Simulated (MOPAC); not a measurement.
A run for MOPAC: PM3 on BrH3SiSn (SMILES [SiH3][Sn][Br]), a point of a torsion scan.

```
PM3 1SCF PRECISE CHARGE=0 THREADS=1
BrH3SiSn

Si    -0.74807583 1     0.04242049 1     0.01154900 1
Sn     1.52556440 1     1.38190842 1    -0.16153120 1
Br     2.79696187 1    -0.10495007 1     1.45119222 1
H     -1.10326524 1    -0.42773814 1     1.36199006 1
H     -1.93830458 1     0.79234773 1    -0.43925857 1
H     -0.75650671 1    -1.17426262 1    -0.82592064 1
```

Program output:

```
*******************************************************************************
 **                                                                           **
 **                              MOPAC v23.2.5                                **
 **                                                                           **
 *******************************************************************************
 ** MOPAC's Digital Object Identifier: https://doi.org/10.5281/zenodo.6511958 **
 **                                                                           **
 ** Please cite the open-source release paper for use of this MOPAC version:  **
 ** J. E. Moussa and J. J. P. Stewart (2026)                                  **
 ** MOPAC: An open-source semiempirical molecular orbital program             **
 ** J. Open Source Softw., 11(119), 8025, https://doi.org/10.21105/joss.08025 **
 *******************************************************************************

                              PM3 CALCULATION RESULTS

 *******************************************************************************
 *  PM3        - The PM3 Hamiltonian to be used
 *
 *
 *
 *                 CHARGE ON SYSTEM = 0
 *
 *
 *
 *  PRECISE    - TIGHTER CRITERIA TO BE USED
 *  1SCF       - DO 1 SCF AND THEN STOP
 *  THREADS=1  - MULTI-THREADING NOT USED
 *  T=         - A TIME OF 172800.0 SECONDS REQUESTED
 *  DUMP=N     - RESTART FILE WRITTEN EVERY 7200.0 SECONDS REQUESTED
 *******************************************************************************
PM3 1SCF PRECISE CHARGE=0 THREADS=1
 BrH3SiSn

   ATOM   CHEMICAL          X               Y               Z
  NUMBER   SYMBOL      (ANGSTROMS)     (ANGSTROMS)     (ANGSTROMS)

     1      Si         -0.74807583  *   0.04242049  *   0.01154900  *
     2      Sn          1.52556440  *   1.38190842  *  -0.16153120  *
     3      Br          2.79696187  *  -0.10495007  *   1.45119222  *
     4       H         -1.10326524  *  -0.42773814  *   1.36199006  *
     5       H         -1.93830458  *   0.79234773  *  -0.43925857  *
     6       H         -0.75650671  *  -1.17426262  *  -0.82592064  *



          CARTESIAN COORDINATES

    NO.       ATOM           X           Y           Z

     1        Si         -0.7481      0.0424      0.0115
     2        Sn          1.5256      1.3819     -0.1615
     3        Br          2.7970     -0.1050      1.4512
     4         H         -1.1033     -0.4277      1.3620
     5         H         -1.9383      0.7923     -0.4393
     6         H         -0.7565     -1.1743     -0.8259

  H: (PM3): J. J. P. STEWART, J. COMP. CHEM. 10, 209 (1989).
 Si: (PM3): J. J. P. STEWART, J. COMP. CHEM. 10, 209 (1989).
 Br: (PM3): J. J. P. STEWART, J. COMP. CHEM. 10, 209 (1989).
 Sn: (PM3): J. J. P. STEWART, J. COMP. CHEM. 12, 320-341 (1991).

           Empirical Formula: H3 Si Sn Br  =     6 atoms



      MOLECULAR POINT GROUP   :   C1


      RHF CALCULATION, NO. OF DOUBLY OCCUPIED LEVELS = 9


 -------------------------------------------------------------------------------
 PM3 1SCF PRECISE CHARGE=0 THREADS=1
 BrH3SiSn



     1SCF WAS SPECIFIED, SO BFGS WAS NOT USED
     SCF FIELD WAS ACHIEVED


                              PM3 CALCULATION
                                                       MOPAC v23.2.5 Linux




          FINAL HEAT OF FORMATION =          4.28383 KCAL/MOL =      17.92356 KJ/MOL


          COSMO AREA              =        145.88 SQUARE ANGSTROMS
          COSMO VOLUME            =        145.40 CUBIC ANGSTROMS

          IONIZATION POTENTIAL    =          9.440731 EV
          HOMO LUMO ENERGIES (EV) =         -9.441 -2.661
          NO. OF FILLED LEVELS    =          9
          MOLECULAR WEIGHT        =        229.7032         POINT GROUP:  C1

          MOLECULAR DIMENSIONS (Angstroms)

            Atom       Atom       Distance
            H     5   Br     3     5.17704
           Sn     2    H     4     3.18621
            H     4    H     6     2.04408


          SCF CALCULATIONS        =          1





   ATOM   CHEMICAL          X               Y               Z
  NUMBER   SYMBOL      (ANGSTROMS)     (ANGSTROMS)     (ANGSTROMS)

     1      Si         -0.74807583  *   0.04242049  *   0.01154900  *
     2      Sn          1.52556440  *   1.38190842  *  -0.16153120  *
     3      Br          2.79696187  *  -0.10495007  *   1.45119222  *
     4       H         -1.10326524  *  -0.42773814  *   1.36199006  *
     5       H         -1.93830458  *   0.79234773  *  -0.43925857  *
     6       H         -0.75650671  *  -1.17426262  *  -0.82592064  *

                             CARTESIAN COORDINATES

   1   Si       -0.748075830     0.042420490     0.011549000
   2   Sn        1.525564400     1.381908420    -0.161531200
   3   Br        2.796961870    -0.104950070     1.451192220
   4    H       -1.103265240    -0.427738140     1.361990060
   5    H       -1.938304580     0.792347730    -0.439258570
   6    H       -0.756506710    -1.174262620    -0.825920640


           Empirical Formula: H3 Si Sn Br  =     6 atoms



      MOLECULAR POINT GROUP   :   C1


                  EIGENVALUES
 -17.17781 -16.57545 -14.17771 -12.23298 -12.18672 -11.98687 -11.76932 -11.35660
  -9.44073  -2.66140  -1.74961  -1.23739   1.36658   1.67819   1.78437


              NET ATOMIC CHARGES AND DIPOLE CONTRIBUTIONS

  ATOM NO.   TYPE          CHARGE      No. of ELECS.   s-Pop       p-Pop
    1         Si           0.051954        3.9480     1.08343     2.86461
    2         Sn           0.858021        3.1420     1.90947     1.23251
    3         Br          -0.541718        7.5417     1.86411     5.67761
    4          H          -0.113864        1.1139     1.11386
    5          H          -0.133972        1.1340     1.13397
    6          H          -0.120422        1.1204     1.12042
 DIPOLE           X         Y         Z       TOTAL
 POINT-CHG.     1.111     6.382    -4.423     7.844
 HYBRID        -2.306    -2.694     1.114     3.716
 SUM           -1.194     3.689    -3.309     5.098


          ATOMIC ORBITAL ELECTRON POPULATIONS

     Atom    s        px        py        pz
    1 Si   1.08343   1.03147   0.94028   0.89287
    2 Sn   1.90947   0.57046   0.42065   0.24141
    3 Br   1.86411   1.91972   1.89116   1.86673
    4  H   1.11386
    5  H   1.13397
    6  H   1.12042

 **********************
 *                    *
 * JOB ENDED NORMALLY *
 *                    *
 **********************




 == MOPAC DONE ==
```

The run finished.

Cost: very roughly 0.03 core-seconds.
